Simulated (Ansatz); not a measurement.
`CCCCCCCCCC[S][Cu]` with charge +1. The state is a doublet with charge 1. Geometry r2SCAN-D4/def2-SVP; atoms count from 1.

```xyz
33

C    -2.1965    1.0119    5.1642
C    -2.1782    1.0615    3.6425
C    -1.0091    0.2651    3.0491
C    -0.9770    0.3043    1.5229
C     0.1962   -0.4837    0.9397
C     0.2349   -0.4668   -0.5884
C     1.4304   -1.2340   -1.1535
C     1.4244   -1.3955   -2.6753
C     1.4905   -0.0721   -3.4352
C     1.5454   -0.2519   -4.9501
S     1.5941    1.3069   -5.8815
Cu    0.7597    2.5042   -4.3090
H    -3.0442    1.5919    5.5656
H    -2.2978   -0.0213    5.5337
H    -1.2732    1.4328    5.5939
H    -3.1268    0.6644    3.2381
H    -2.1118    2.1094    3.2973
H    -0.0568    0.6589    3.4502
H    -1.0729   -0.7844    3.3911
H    -1.9270   -0.0968    1.1231
H    -0.9210    1.3558    1.1817
H     0.1452   -1.5310    1.2888
H     1.1464   -0.0791    1.3347
H     0.2547    0.5877   -0.9277
H    -0.7036   -0.8992   -0.9854
H     1.4543   -2.2426   -0.7067
H     2.3693   -0.7442   -0.8353
H     0.5220   -1.9489   -2.9936
H     2.2893   -2.0130   -2.9769
H     0.5823    0.5356   -3.1941
H     2.3724    0.5075   -3.1022
H     2.4262   -0.8361   -5.2733
H     0.6582   -0.7972   -5.3284
```

Q: Estimate the Mulliken populations of the heavy atoms from the PBE0/def2-SVP orbitals of Ansatz.

A: 
```csv
atom,charge (e),spin (α − β),d electrons
C1,-0.07,0.00,–
C2,-0.10,0.00,–
C3,-0.08,0.00,–
C4,-0.05,0.00,–
C5,-0.06,0.00,–
C6,-0.09,0.00,–
C7,-0.04,0.00,–
C8,-0.04,0.00,–
C9,-0.17,0.01,–
C10,-0.18,-0.04,–
S11,0.17,0.90,–
Cu12,0.54,0.07,9.82
```
Mulliken values depend strongly on the basis.

Q: Where does the spin sit?

A: Summed by element: C -0.03, S 0.90, Cu 0.07, H 0.06, of 1 unpaired in all. Largest on single atoms: S11 0.90, Cu12 0.07, C10 -0.04.

Q: And the Mayer bond orders between heavy atoms (over 0.3)?

A: S11–Cu12 0.96 (2.15 Å); C1–C2 1.09 (1.52 Å); C2–C3 1.07 (1.53 Å); C3–C4 1.07 (1.53 Å); C4–C5 1.07 (1.53 Å); C5–C6 1.07 (1.53 Å); C6–C7 1.06 (1.53 Å); C7–C8 1.08 (1.53 Å); C8–C9 1.04 (1.53 Å); C9–C10 1.01 (1.53 Å); C10–S11 1.01 (1.82 Å).
